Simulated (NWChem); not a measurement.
## Ionisation of F3S (+1)

```xyz
4

F      0.6929    -0.2175     1.1677
S     -0.0350     0.4543     0.0000
F      0.6929    -0.2175    -1.1677
F     -1.3236    -0.3726     0.0000
```
Charge +1, spin multiplicity 1.

All runs are NWChem calculations. The geometry was optimised at PBE0/def2-SVP, a minimum by its harmonic frequencies.

Basis set: def2-TZVP. The species with one electron less has spin multiplicity 2 and keeps the geometry of the parent. Δ marks differences of total energies (open shells unrestricted). −ε marks an orbital energy of the parent. That orbital need not have the symmetry of the hole or added electron in the Δ rows.

The structure started from a generated list of species. The stability of the SCF solutions was not checked.

### Question
One of these methods gave a first vertical ionisation energy of 22.58 eV. Which?
(A) ΔBHandHLYP
(B) G0W0@PBE0
(C) −ε(HOMO) of HF
(D) G0W0@PBE

### Answer
A, ΔBHandHLYP. The others give 22.03 (G0W0@PBE0), 23.45 (−ε(HOMO) of HF), 21.55 (G0W0@PBE).
